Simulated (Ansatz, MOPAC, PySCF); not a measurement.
Pair of molecules: CH4 (SMILES C) (first 5 atoms) with H2S (SMILES S); geometry from B3LYP-D3(BJ)/def2-TZVP, rigid monomers moved along the line of their centres of mass till C1···H8 is 2.72 Å.
(charge 0, multiplicity 1):
```xyz
8

C     -0.008    -0.057     0.169
H     -0.853     0.218     0.798
H     -0.216     0.225    -0.862
H      0.888     0.459     0.512
H      0.150    -1.133     0.222
S      0.401    -0.085     3.806
H      0.338     1.023     3.051
H      0.420    -0.883     2.727
```

Monomers are frozen at their geometry in the pair; levels with a basis set take the counterpoise correction. Rows marked so take none.

Frozen-core correlation. CBS(a, b) extrapolates the correlation energy as X⁻³ and adds the Hartree–Fock energy of set b. Rows in 3-21G, 6-31G* carry no dispersion term and start afresh at each structure (6-31G* with six Cartesian d functions). The state that AM1 reach isn't checked.

Programs: Ansatz (an electronic-structure program); MOPAC for AM1 (differences of heats of formation); PySCF for 3-21G rows, 6-31G* rows, the dispersion terms. Each number belongs to the level named beside it.

| level | interaction energy (kcal/mol) |
|---|---|
| AM1 | -0.07 |
| HF/3-21G (no counterpoise) | 1.04 |
| r2SCAN-D4/def2-TZVPPD | -0.40 |
| B3LYP/3-21G (no counterpoise) | 0.34 |
| B3LYP/6-31G* | 1.07 |
| B3LYP/def2-TZVPPD | 1.13 |
| wB97M-V/def2-TZVPPD | -0.31 |
| CCSD/aug-cc-pV(D+d)Z | ? |
| CCSD(T)/CBS(aug-cc-pV(D+d)Z, aug-cc-pV(T+d)Z) | ? |

Q: Fill in the missing entries.

A: 
- CCSD/aug-cc-pV(D+d)Z, interaction energy (kcal/mol): 0.23
- CCSD(T)/CBS(aug-cc-pV(D+d)Z, aug-cc-pV(T+d)Z), interaction energy (kcal/mol): -0.51
